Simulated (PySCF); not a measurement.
Job file and geometry (Å, from GFN2-xTB) of an NMR shielding run on SMILES F[C@@H]1[SiH2]C[SiH2]C[Si@@H]1P, C3H12FPSi3, GIAO PBE0/pcSseg-1 NMR shielding, non-relativistic, gas phase (PySCF); density fitting, a coarse starting grid and PySCF grid level 2 are the driver's defaults:

```
$ OMP_NUM_THREADS=1 python probes_run.py task.json out

{"job": {"kind": "nmr", "xc": "PBE0", "basis": "pcSseg-1"}, "charge": 0, "multiplicity": 1}
F      0.861957    -2.111073     1.810388
C      0.154445    -0.970678     1.403308
Si    -1.267975    -1.525025     0.241823
C     -2.129964     0.061344    -0.344841
Si    -0.994632     1.317730    -1.214258
C      0.435707     1.754959    -0.034881
Si     1.409887     0.263229     0.629344
P      2.392688    -0.802380    -1.082697
H     -0.249320    -0.551893     2.330394
H     -2.178848    -2.387612     1.007568
H     -0.683011    -2.274490    -0.872510
H     -2.603942     0.544436     0.509729
H     -2.938998    -0.211119    -1.019261
H     -1.751182     2.546750    -1.508701
H     -0.475615     0.762310    -2.468422
H      1.123929     2.422523    -0.549182
H      0.042851     2.319038     0.809357
H      2.344138     0.683863     1.695141
H      2.952856    -1.791219    -0.293532
H      3.549879    -0.040015    -1.051803
```

Question: Write the output of this run.

Answer: 
```
coarse grid: 18280 points
cycle   1  E = -1430.3057188357  dE =  4.728e-01  |g| = 5.911e-01  |ddm| = 4.083e+00
cycle   2  E = -1430.2722794301  dE =  3.344e-02  |g| = 7.412e-01  |ddm| = 1.008e+00
cycle   3  E = -1430.3779138833  dE = -1.056e-01  |g| = 7.149e-02  |ddm| = 5.850e-01
cycle   4  E = -1430.3785896633  dE = -6.758e-04  |g| = 3.407e-02  |ddm| = 6.974e-02
cycle   5  E = -1430.3788268708  dE = -2.372e-04  |g| = 6.622e-03  |ddm| = 3.170e-02
cycle   6  E = -1430.3788373058  dE = -1.043e-05  |g| = 2.318e-03  |ddm| = 1.093e-02
cycle   7  E = -1430.3788386424  dE = -1.337e-06  |g| = 4.336e-04  |ddm| = 3.350e-03
final grid: 157400 points
cycle   8  E = -1430.4310778029  dE = -3.127e-05  |g| = 7.907e-03  |ddm| = 2.779e-02
cycle   9  E = -1430.4310641630  dE =  1.364e-05  |g| = 1.121e-02  |ddm| = 1.605e-02
cycle  10  E = -1430.4310924832  dE = -2.832e-05  |g| = 9.642e-04  |ddm| = 9.380e-03
cycle  11  E = -1430.4310926274  dE = -1.442e-07  |g| = 3.061e-04  |ddm| = 9.716e-04
cycle  12  E = -1430.4310926420  dE = -1.466e-08  |g| = 5.117e-05  |ddm| = 2.544e-04
cycle  13  E = -1430.4310926427  dE = -6.812e-10  |g| = 1.617e-05  |ddm| = 8.380e-05
converged SCF energy = -1430.4310926427

GIAO shielding tensors (ppm)
atom      isotropic    diamagn.    paramagn.     s11        s22        s33       span
  0 F      469.987     474.058      -4.071    429.972    460.992    518.998     89.026
  1 C      104.438     255.448    -151.009     49.716     74.403    189.196    139.480
  2 Si     396.093     880.220    -484.127    373.946    381.765    432.567     58.620
  3 C      196.018     258.150     -62.132    188.443    193.140    206.471     18.028
  4 Si     395.440     880.132    -484.691    365.504    388.769    432.048     66.544
  5 C      191.733     258.991     -67.258    185.602    191.197    198.399     12.797
  6 Si     367.356     881.245    -513.888    340.402    379.182    382.485     42.083
  7 P      628.974     967.995    -339.021    568.388    615.688    702.845    134.457
  8 H       26.435      32.256      -5.822     23.724     26.338     29.242      5.518
  9 H       27.050      28.738      -1.688     23.144     24.759     33.247     10.102
 10 H       27.192      29.491      -2.298     23.837     26.945     30.795      6.958
 11 H       31.958      31.850       0.108     27.874     28.639     39.361     11.487
 12 H       31.883      29.330       2.553     26.198     28.106     41.345     15.148
 13 H       27.155      28.770      -1.615     22.917     24.913     33.634     10.716
 14 H       27.104      29.243      -2.139     23.745     25.894     31.673      7.929
 15 H       31.823      31.298       0.524     26.599     28.746     40.122     13.523
 16 H       31.697      32.629      -0.931     27.088     28.423     39.581     12.493
 17 H       26.136      29.899      -3.763     22.712     23.548     32.147      9.435
 18 H       30.305      29.722       0.583     24.022     28.158     38.737     14.715
 19 H       30.679      29.466       1.212     24.996     27.027     40.013     15.017
```

Size and cost of the density-fitted run: 224 basis functions, 88 s wall time on 1 thread of an Arm Neoverse N1, shared host; peak memory 1 GiB.
